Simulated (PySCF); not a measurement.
Compound: F₃HSi.
Atom-mapped SMILES: `[F:1][SiH:2]([F:3])[F:4]` (hydrogens: H5 on Si2)

Vertical excitations from PySCF (density fitting, frozen core in the response, grid level 2 and gas phase unless stated; continuum runs use non-equilibrium linear response for the excitations) on a GFN2-xTB geometry. Reference run:

```tsv
settings	S1, eV (f)	S2, eV (f)	S3, eV (f)	S4, eV (f)	S5, eV (f)	S6, eV (f)	T1, eV (Tamm–Dancoff)	mean α (au)
CAM-B3LYP/def2-SVPD, full TDDFT, 8 singlets	10.78 (0.091)	10.78 (0.091)	11.49 (0.058)	11.51 (0.000)	11.63 (0.068)	11.63 (0.068)	9.79	23.8
```

Q: What do these settings give: PBE0/def2-SVPD, TDA, 3 singlets?

A: 
| settings | S1, eV (f) | S2, eV (f) | S3, eV (f) | S4, eV (f) | S5, eV (f) | S6, eV (f) | T1, eV (Tamm–Dancoff) | mean α (au) |
| --- | --- | --- | --- | --- | --- | --- | --- | --- |
| PBE0/def2-SVPD, TDA, 3 singlets | 10.75 (0.092) | 10.76 (0.091) | 11.36 (0.053) | – | – | – | 9.66 | 23.7 |

S1 moves by -0.03 eV; functional and response scheme change together, so the shift can't be laid on one. States are counted by energy in each run and needn't keep their character from row to row.

Q: Give the leading configurations of S1 (H = HOMO, L = LUMO) and the HOMO–LUMO gap of each run.

A: 
| settings | S1 configurations (weight) | S1 (eV) | orbital gap (eV) | S1 − gap (eV) |
| --- | --- | --- | --- | --- |
| CAM-B3LYP/def2-SVPD, full TDDFT, 8 singlets | H→L+1 0.91 | 10.78 | 14.43 | -3.65 |
| PBE0/def2-SVPD, TDA, 3 singlets | H→L 0.90 | 10.75 | 12.20 | -1.45 |

Where S1 or the frontier orbitals are degenerate, the weights hang on an arbitrary mixing within the set.

